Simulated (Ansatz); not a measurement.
```yaml
crystal:
  periodic: [false, false, false]
  atoms:
    - {symbol: N, position_ang: [-3.503105, 1.827129, -0.734458]}
    - {symbol: C, position_ang: [-1.287004, 1.191204, 0.309653]}
    - {symbol: Se, position_ang: [-0.022842, 2.797066, 3.081254]}
    - {symbol: N, position_ang: [0.038915, -0.705852, -0.741433]}
    - {symbol: Si, position_ang: [2.978219, -1.667267, 0.509661]}
    - {symbol: H, position_ang: [-4.490663, 3.243812, 0.048799]}
    - {symbol: H, position_ang: [-4.206494, 0.949771, -2.266421]}
    - {symbol: H, position_ang: [-0.686203, -1.580963, -2.277670]}
    - {symbol: H, position_ang: [2.754902, -2.734611, 3.079609]}
    - {symbol: H, position_ang: [4.929699, 0.319664, 0.315459]}
    - {symbol: H, position_ang: [3.618168, -3.747855, -1.285708]}
basis:
  gaussian: {orbitals: "6-31G*"}
hamiltonian: {xc: {name: B3LYP}, dispersion: d3bjatm}
output: {forces: true}
```

```sh
$ ansatz run in.yaml --threads 4 --pin off --events-out ev --progress --plain --max-ram 10444MiB
```

Output, abridged:

```
Functional definition: B3LYP
1110 factors; integrals over basis functions are off by at most 2.8e-4 eV
mean field evaluation 1: about -77232.7630 eV, gradient 1.2e2 eV
mean field evaluation 2: about -76558.2258 eV, gradient 2.5e2 eV
mean field evaluation 4: about -76970.2911 eV, gradient 2.4e2 eV
mean field evaluation 8: about -77294.1571 eV, gradient 8.0e0 eV
mean field evaluation 16: about -77295.5894 eV, gradient 8.6e-1 eV
mean field evaluation 32: about -77295.6404 eV, gradient 2.8e-2 eV
mean field evaluation 96: about -77295.6395 eV, gradient 1.7e-1 eV
mean field evaluation 256: about -77295.6017 eV, gradient 3.3e-1 eV
mean field -77295.64042620 eV, -2840.5623927961 hartree, gradient 2.1e-6 eV, S^2 0.000000; 10 other end points of the search recorded, 0 dependent functions left out
reference -77295.64088634 eV, -2840.5624097057 hartree; 37, 37 occupied and 74, 74 virtual orbitals, 1110 factors
Total energy: -77295.96050788 eV, -2840.5741555808 hartree
Atom 0 at    -3.503105     1.827129    -0.734458 Å, force    -0.963144     0.136403    -0.119658 eV/Å
Atom 1 at    -1.287004     1.191204     0.309653 Å, force    -0.118691    -0.815644    -1.292409 eV/Å
Atom 2 at    -0.022842     2.797066     3.081254 Å, force    -0.373957    -0.554026    -0.931326 eV/Å
Atom 3 at     0.038915    -0.705852    -0.741433 Å, force    -1.932171    -0.128530    -1.132223 eV/Å
Atom 4 at     2.978219    -1.667267     0.509661 Å, force     0.717703    -0.483719    -0.110484 eV/Å
Atom 5 at    -4.490663     3.243812     0.048799 Å, force     1.665560    -2.653049    -1.762296 eV/Å
Atom 6 at    -4.206494     0.949771    -2.266421 Å, force     1.113033     1.913264     2.801343 eV/Å
Atom 7 at    -0.686203    -1.580963    -2.277670 Å, force     1.364860     1.842588     2.878901 eV/Å
Atom 8 at     2.754902    -2.734611     3.079609 Å, force     0.112175     0.681194    -1.574423 eV/Å
Atom 9 at     4.929699     0.319664     0.315459 Å, force    -1.201558    -1.196910     0.139472 eV/Å
Atom 10 at     3.618168    -3.747855    -1.285708 Å, force    -0.383809     1.258427     1.103102 eV/Å
Dipole moment:    -0.165619    -0.233157    -0.340383 e Å
```

**Question.** What is wrong with this run?

**Answer.** The coordinates are in bohr but typed as ångström. The calculation finished and met its thresholds. The result belongs to that input, not to the molecule as meant.

B3LYP here is the variant with VWN-RPA as its local correlation; programs differ in this.
